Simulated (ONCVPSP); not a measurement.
nitrogen: variants of one ONCV potential

Base potential:

| Quantity | Value |
| --- | --- |
| Element | nitrogen (N) |
| Generator | ONCVPSP 4.0.1 |
| Type | optimised norm-conserving Vanderbilt (ONCV) |
| Functional | PBEsol |
| Relativity | non-relativistic |
| Frozen core | none |
| Valence charge | 7 |
| Reference configuration | 1s2 2s2 2p3 |
| Partial waves | 1s+2s: rc 0.40 bohr, ncon 4, nbas 9, qcut 29.5 1/bohr, 2 projectors; 2p: rc 2.10 bohr, ncon 4, nbas 7, qcut 7.5 1/bohr, 1 projector; d scattering state at 0.06 Ha: rc 1.60 bohr, ncon 4, nbas 8, qcut 6 1/bohr, 2 projectors, debl 1.1 Ha |
| Local potential | polynomial inside 0.30 bohr (lpopt 5, dvloc0 2 Ha) |
| Core correction | none |

All-electron outer shells of the reference configuration (PBEsol, non-relativistic, ld1.x):

```tsv
shell	level (eV)	outermost node (bohr)	outermost maximum (bohr)
1s	-382.85	–	0.15
2s	-18.43	0.32	1.02
2p	-7.04	–	0.98
```

Cutoffs, loose and tight: the cutoffs (Ha) at which the residual kinetic energy of the hardest occupied pseudo-wave falls to 1 and 0.1 mHa per electron. They do not see the model core or the augmentation charge, which bear on the density cutoff. Test errors are all-electron minus pseudo excitation energies from the reference, over the configurations 1s2 2s2 2p2; 1s2 2s2 2p1; 1s2 2s2 2p0; 1s2 2s1 2p4. A dash means not determined; rows that change the core or the reference have their own tests.

A true bound ghost makes a file unfit for plane-wave use even where its test errors are small: the radial tests pick states by their node count and pass the ghost by.

| change | outcome | cutoff, loose | cutoff, tight | bound ghosts | GHOST(+) flags above zero | largest test error (meV) |
| --- | --- | --- | --- | --- | --- | --- |
| base | generated | 353 Ha | 400 Ha | d | p | +1619 |
| s: qcut 18.6; p: qcut 4.7; d: qcut 3.8 | generated | 1427 Ha | 1803 Ha | d | p | +3102 |
| s: qcut 22.1; p: qcut 5.6; d: qcut 4.5 | generated | 642 Ha | 1480 Ha | d | p | +2435 |
| s: qcut 23.6; p: qcut 6; d: qcut 4.8 | generated | 300 Ha | 1390 Ha | d | p | +2204 |
| s: qcut 26.6; p: qcut 6.8; d: qcut 5.4 | generated | 312 Ha | 456 Ha | d | p | +1864 |
| s: qcut 29.1; p: qcut 7.4; d: qcut 5.9 | generated | 347 Ha | 394 Ha | d | p | +1654 |
| s: qcut 31.7; p: qcut 8; d: qcut 6.4 | generated | 378 Ha | 434 Ha | d | p | +1453 |
| s: qcut 34.6; p: qcut 8.8; d: qcut 7 | generated | 416 Ha | 481 Ha | d | p | +1235 |
| s: qcut 37; p: qcut 9.4; d: qcut 7.5 | generated | 444 Ha | 518 Ha | d | p | +1208 |
| s: qcut 42.5; p: qcut 10.8; d: qcut 8.6 | generated | 509 Ha | 602 Ha | none | p, d | +1088 |

Problem. What comes out with this change to the base: s: qcut 40; p: qcut 10.2; d: qcut 8.1?

Solution. outcome: generated; cutoff, loose: 478 Ha; cutoff, tight: 563 Ha; bound ghosts: none; GHOST(+) flags above zero: p, d; largest test error (meV): +1121.
